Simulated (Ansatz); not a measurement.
Correlation energies of BH₄O₂Si (`O[B]O[SiH3]`) radical by basis set

```csv
atom,x (Å),y (Å),z (Å)
O1,-1.1855,0.1798,-1.9370
B2,-1.3475,-0.7027,-0.9337
O3,-0.6357,-0.7931,0.2042
Si4,0.6306,-0.0419,0.9550
H5,-0.4693,0.8180,-1.8109
H6,1.7122,-1.0317,1.1596
H7,1.1358,1.0778,0.1107
H8,0.1593,0.4938,2.2522
```

The species carries charge 0 and has multiplicity 2. The structure was optimised at the PBE0-D4/def2-TZVP level. It is one conformer, not always the lowest. Frozen core, unrestricted reference, Ansatz. CBS rows extrapolate triple and quadruple zeta.

```csv
basis,HF (Eh),MP2 corr.
def2-TZVPP,-465.84595,-0.66764
def2-QZVPP,-465.86437,-0.72120
```

Question: Estimate the CCSD correlation energy and the (T) correction in each basis where they were run (hartree).

Answer: 
```tsv
basis	CCSD corr.	(T)
def2-TZVPP	-0.69552	-0.02471
def2-QZVPP	-0.74199	-0.02816
CBS(def2)	-0.77641	-0.03071
```
